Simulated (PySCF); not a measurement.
**How methods differ on the excitation energy of Ba**

Ba [Xe] 6s2 (1S) → Ba [Xe] 6s1 7s1 (3S), as a difference of total energies. Calculation: PySCF 2.14, in aug-cc-pwCVTZ-X2C (11s10p8d4f, 109 functions); scalar relativity by spin-free X2C-1e. Correlated levels: valence and next inner shell: [Kr] 4d10 frozen. The calculations carry no spin-orbit coupling.

```json
{"method": "UHF", "excitation energy (eV)": "2.472"}
{"method": "MP2 (valence and next inner shell)", "excitation energy (eV)": "3.173"}
{"method": "SCS-MP2 (valence and next inner shell)", "excitation energy (eV)": "3.246"}
{"method": "CCSD (valence and next inner shell)", "excitation energy (eV)": "3.137"}
{"method": "CCSD(T) (valence and next inner shell)", "excitation energy (eV)": "3.204"}
```

Problem. How much does correlation contribute at CCSD(T) (valence and next inner shell)?

Solution. 3.204 − (2.472) = 0.732 eV, measured against UHF.

The promoted electron is Rydberg-like, and one or two diffuse shells describe it only roughly, which tends to raise the upper state.
